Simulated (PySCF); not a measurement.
## Radial density of Sm⁴⁵⁺ (samarium, charge +45)

UHF, [Ne] 3s2 3p5, 2P determinant. All numbers are calculated (PySCF 2.14, no relativity, point nucleus, in an even-tempered Gaussian basis (16 s from 9.2 bohr⁻², ratio 2.5; 10 p from 12 bohr⁻², ratio 2.5; 4 d from 52 bohr⁻², ratio 2.7; 4 f from 77 bohr⁻², ratio 2.7)).

```
r (bohr)  4πr²ρ (e/bohr)  4πr²(ρα − ρβ)
0.000438          0.3871         0.0000
0.000736           1.055         0.0000
 0.00124           2.806         0.0001
 0.00208           7.150         0.0002
 0.00350           16.96         0.0013
 0.00589           35.73         0.0078
 0.00991           61.79         0.0461
  0.0167           78.56         0.2372
  0.0280           71.64         0.9032
  0.0472           80.17         1.9156
  0.0794           93.75         0.9068
   0.133           40.17         0.9243
   0.225           39.68         5.4121
   0.378           7.702         1.0240
   0.635         0.06372         0.0075
```

A non-relativistic calculation at this Z misses sizeable relativistic shifts. Spin-orbit coupling, absent here, splits the open shell strongly.
